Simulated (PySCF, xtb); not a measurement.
C₃H₁₄Si₃, SMILES C[SiH2]CC[SiH2][SiH3]. The values are those of a single conformer.

Harmonic wavenumbers (cm⁻¹) from GFN2-xTB (xtb 6.7.1) at its own minimum, in rising order: 35, 49, 56, 81, 103, 124, 142, 228, 246, 375, 439, 444, 467, 472, 567, 571, 640, 678, 704, 730, 758, 769, 786, 792, 808, 820, 824, 828, 843, 847, 1067, 1070, 1196, 1269, 1313, 1375, 1483, 1490, 1492, 1495, 2167, 2182, 2199, 2212, 2213, 2221, 2236, 2940, 2956, 2964, 2975, 3037, 3038, 3048.

Task: What does PBE-D3(BJ)/def2-SVP (PySCF 2.14.0) give at its own minimum? (An estimate is asked for; the answer gives what the named calculation found.)

Result: 36, 48, 78, 79, 113, 140, 161, 225, 239, 348, 409, 447, 472, 528, 551, 623, 639, 648, 702, 711, 742, 776, 828, 852, 865, 868, 890, 904, 911, 918, 1011, 1045, 1108, 1216, 1220, 1239, 1375, 1379, 1386, 1386, 2133, 2139, 2141, 2141, 2143, 2156, 2161, 2956, 2968, 2976, 3004, 3023, 3076, 3079. Paired by order, the mean absolute difference is 42 cm⁻¹ and the zero-point energies are 92.7 and 91.8 kcal/mol.
